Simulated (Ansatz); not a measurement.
`[SiH3]OC([SiH3])S` + `[NH2][SbH][OH]` → `[OH][SbH][SiH3]` + `NC(S)O[SiH3]`  (redistribution)

Program: Ansatz. Geometries: PBE0-D4/def2-TZVP. ΔE: electronic, gas phase. CBS: MP2 limit from def2 TZ/QZ plus the TZ coupled-cluster correction, frozen cores. def2 core potentials past Kr. For Sb outer-core shells are correlated without core-valence functions, which leaves a few kJ/mol of doubt a bond. Each species was taken in one conformer, which may not be the lowest.

```
            species  MP2/def2-QZVPP energy (Eh)
`[SiH3]OC([SiH3])S`                 -1093.82599
   `[NH2][SbH][OH]`                  -372.07035
  `[OH][SbH][SiH3]`                  -607.02342
     `NC(S)O[SiH3]`                  -858.86712
```

(1) Work out ΔE.

Largest T1 diagnostic among the species: 0.014.

Answers

(1) ΔE = (-607.02342) + (-858.86712) − (-1093.82599) − (-372.07035) = 0.00580 Eh = +15.2 kJ/mol. CCSD(T)/CBS gives +9.6 kJ/mol.

From PBE to PBE0 (25 % exact exchange), in def2-TZVPP and without D4, ΔE moves by −3.0 kJ/mol. The D4 term adds +3.4 kJ/mol with B3LYP and +1.8 kJ/mol with PBE0; it sums over pairs of atoms, weighted by their polarisabilities, and B3LYP, whose exchange is more repulsive, gets the larger term.

B3LYP here is the variant with VWN-RPA as its local correlation; programs differ in this.
